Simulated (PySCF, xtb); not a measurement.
InF₂, SMILES [F][In+][F], charge +1.

Harmonic wavenumbers (cm⁻¹) from GFN2-xTB in xtb at its own minimum, in rising order: 74, 74, 259, 320.

What does r2SCAN-D4/def2-TZVP in PySCF give at its own minimum? (An estimate is asked for; the answer gives what the named calculation found.)

146, 146, 651, 778. Paired by order, the mean absolute difference is 249 cm⁻¹ and the zero-point energies are 1.0 and 2.5 kcal/mol.
